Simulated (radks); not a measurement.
Valence configurations of Ce I (all share [Xe]). Calculated with a radial shooting solver on a logarithmic mesh with Libxc functionals: scalar-relativistic Kohn-Sham, PBE, spin-polarised, spherical densities, finite nucleus; open shells are filled with parallel spins first (spin-orbit coupling, left out, can overturn this in heavy ions); Fermi nuclear charge, rms radius 4.8771 fm. Energies are relative to 4f1 5d1 6s2; eigenvalues in eV for spin up.

valence              E (eV)  moment (Bohr magnetons)    e(4f)   e(5d)   e(6p)   e(6s)
4f1 5d1 6s2           0.000                        2   -5.711  -3.326       -  -3.898
4f1 5d1 6s1.5 6p0.5   0.946                        3   -6.245  -3.843  -1.843  -4.383
5d1 6s2 6p1           8.188                        2        -  -6.572  -2.491  -5.549
5d2 6s2               4.648                        2        -  -4.501       -  -4.224
4f1 5d0.5 6s2 6p0.5   1.060                        2   -7.210  -4.271  -1.928  -4.546
4f1 5d2 6s1          0.000                        4   -3.964  -2.524       -  -3.564
4f1 6s2 6p1           2.344                        2   -8.721       -  -2.391  -5.155
4f1 5d1.5 6s1.5       0.056                        3   -4.823  -2.929       -  -3.755
4f0.5 5d1 6s2 6p0.5   3.097                        2  -10.058  -4.914  -1.979  -4.740
4f2 6s2              -0.516                        2   -1.006       -       -  -3.467

NIST lists [Xe] 4f1 5d1 6s2 as the ground configuration; this level of theory puts 4f2 6s2 lower, by 0.516 eV. The energies are those of spherical high-spin densities, not of single terms.
